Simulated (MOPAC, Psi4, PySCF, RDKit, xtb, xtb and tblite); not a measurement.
Two geometries of SMILES CCc1ccccc1 (C₈H₁₀), relaxed at GFN2-xTB with one dihedral held; other torsions can differ between them too.

Structure A

```
18

C      2.5559     0.1676    -0.4502
C      1.5817    -0.2312     0.6505
C      0.1195    -0.0985     0.3075
C     -0.3402     0.3538    -0.9208
C     -1.6988     0.4534    -1.1745
C     -2.6203     0.1028    -0.2055
C     -2.1738    -0.3504     1.0251
C     -0.8188    -0.4487     1.2752
H      2.4249     1.2118    -0.7253
H      2.4170    -0.4505    -1.3344
H      3.5780     0.0350    -0.1013
H      1.7712    -1.2716     0.9333
H      1.7789     0.3785     1.5381
H      0.3563     0.6341    -1.6952
H     -2.0365     0.8080    -2.1379
H     -3.6788     0.1814    -0.4053
H     -2.8843    -0.6272     1.7907
H     -0.4756    -0.8026     2.2378
```

Structure B

```
18

C      2.5066     0.2437    -0.4281
C      1.5925    -0.2916     0.6741
C      0.1374    -0.1529     0.3195
C     -0.6844    -1.2686     0.2335
C     -2.0249    -1.1401    -0.0870
C     -2.5655     0.1117    -0.3212
C     -1.7584     1.2330    -0.2266
C     -0.4203     1.1006     0.0952
H      2.3283     1.3016    -0.6015
H      2.3264    -0.2896    -1.3592
H      3.5501     0.1120    -0.1505
H      1.8249    -1.3422     0.8585
H      1.7897     0.2616     1.5973
H     -0.2698    -2.2508     0.4143
H     -2.6487    -2.0200    -0.1519
H     -3.6111     0.2145    -0.5719
H     -2.1751     2.2148    -0.4003
H      0.1976     1.9832     0.1793
```

Problem. Which is lower in energy at the level B3LYP-D3(BJ)/def2-SVP // GFN2-xTB in Psi4, and by how much?

Solution. B is lower, by 1.35 kJ/mol (dihedral C1–C2–C3–C4: 0° in A, 120° in B).

E(B) − E(A) in kJ/mol at the other levels, on the same two geometries: GFN2-xTB (xtb and tblite) -3.59; MMFF94 // GFN2-xTB (RDKit) -3.44; B3LYP/def2-SVP // GFN2-xTB (Psi4) -1.38; PBE/def2-SVP // GFN2-xTB (Psi4) -0.73; PBE-D3(BJ)/def2-SVP // GFN2-xTB (Psi4) -0.74; UFF // GFN2-xTB (RDKit) -12.37; PM3, restricted, heats of formation // GFN2-xTB (MOPAC) -3.57; PM6, restricted, heats of formation // GFN2-xTB (MOPAC) -2.68; GFN1-xTB // GFN2-xTB (xtb) -3.95; restricted B3LYP/6-31G*, spherical d, density fitting // GFN2-xTB (PySCF) -2.81; restricted Hartree-Fock/LANL2DZ, density fitting // GFN2-xTB (PySCF) -2.75; restricted Hartree-Fock/STO-3G // GFN2-xTB (PySCF) -4.40; restricted Hartree-Fock/6-31G*, spherical d, density fitting // GFN2-xTB (PySCF) -3.68.
